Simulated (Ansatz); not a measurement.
BBrClH₃OSi, SMILES `[SiH3]OB(Cl)Br` at its PBE0-D4/def2-TZVP geometry, where that method's forces vanish. The species carries charge 0 and has multiplicity 1.

```tsv
atom	x (Å)	y (Å)	z (Å)
Si1	1.059	0.560	-0.432
O2	-0.347	0.464	0.464
B3	-1.274	-0.475	0.619
Cl4	-2.642	-0.202	1.672
Br5	-1.139	-2.164	-0.310
H6	1.987	-0.512	-0.007
H7	0.732	0.436	-1.871
H8	1.625	1.894	-0.135
```

For each bond, give half the difference of the two atoms' forces along it (eV/Å; positive pushes the atoms apart) under PBE-D4, r2SCAN-D4, B3LYP-D4, ωB97M-V in def2-TZVPP. (Estimate.)

Computed: 
| bond | length (Å) | PBE-D4 | r2SCAN-D4 | B3LYP-D4 | ωB97M-V |
| --- | --- | --- | --- | --- | --- |
| Si1–O2 | 1.670 | 0.17 | -0.03 | 0.11 | 0.13 |
| Si1–H6 | 1.481 | 0.03 | -0.02 | -0.07 | -0.13 |
| Si1–H7 | 1.481 | 0.03 | -0.02 | -0.07 | -0.13 |
| Si1–H8 | 1.479 | 0.05 | -0.03 | -0.12 | -0.14 |
| O2–B3 | 1.329 | 0.33 | 0.15 | -0.02 | 0.07 |
| B3–Cl4 | 1.748 | 0.06 | 0.02 | 0.10 | 0.05 |
| B3–Br5 | 1.932 | 0.04 | 0.04 | 0.18 | 0.00 |

B3LYP here is the variant with VWN-RPA as its local correlation; programs differ in this.
